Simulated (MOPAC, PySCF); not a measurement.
C4H8Si, SMILES `C=C=[Si](C)C`, neutral singlet in the gas phase. 

Cartesian coordinates (Å):
SMILES: C=C=[Si](C)C
```xyz
13

C      2.7014    -0.3746     0.5467
C      1.4305    -0.1985     0.2899
Si    -0.2034     0.0285    -0.0406
C     -1.5333    -0.9123     0.8713
C     -0.7873     1.2342    -1.3409
H      3.2334     0.2124     1.2952
H      3.3050    -1.1189     0.0276
H     -2.2083    -0.2312     1.3943
H     -1.0800    -1.5804     1.6032
H     -2.1352    -1.5090     0.1824
H      0.0689     1.7221    -1.8059
H     -1.4300     2.0021    -0.9047
H     -1.3617     0.7257    -2.1184
```
Charge 0, multiplicity 1.

All levels are single points at this geometry (B3LYP-D3(BJ)/def2-TZVP); Pople sets use spherical d functions. Orbital energies aren't observables, and empty levels follow the basis.

B3LYP/6-31G* in PySCF gives dipole (D) = 1.43.

Q: Estimate the dipole (D) from each of these levels: B3LYP-D3(BJ)/def2-TZVP in PySCF; PBE-D3(BJ)/def2-TZVP in PySCF; B3LYP/3-21G in PySCF; B3LYP/LANL2DZ in PySCF; BP86/6-31G* in PySCF; M06-2X/6-31G* in PySCF; PBE/6-31G* in PySCF; SVWN5/6-31G* in PySCF; HF/6-31G* in PySCF; HF/STO-3G in PySCF; AM1 in MOPAC; PM7 in MOPAC.

A: 
| level | dipole (D) |
|---|---|
| B3LYP-D3(BJ)/def2-TZVP in PySCF | 1.68 |
| PBE-D3(BJ)/def2-TZVP in PySCF | 1.58 |
| B3LYP/3-21G in PySCF | 1.19 |
| B3LYP/LANL2DZ in PySCF | 1.35 |
| BP86/6-31G* in PySCF | 1.38 |
| M06-2X/6-31G* in PySCF | 1.43 |
| PBE/6-31G* in PySCF | 1.38 |
| SVWN5/6-31G* in PySCF | 1.41 |
| HF/6-31G* in PySCF | 1.60 |
| HF/STO-3G in PySCF | 1.76 |
| AM1 in MOPAC | 0.12 |
| PM7 in MOPAC | 1.19 |
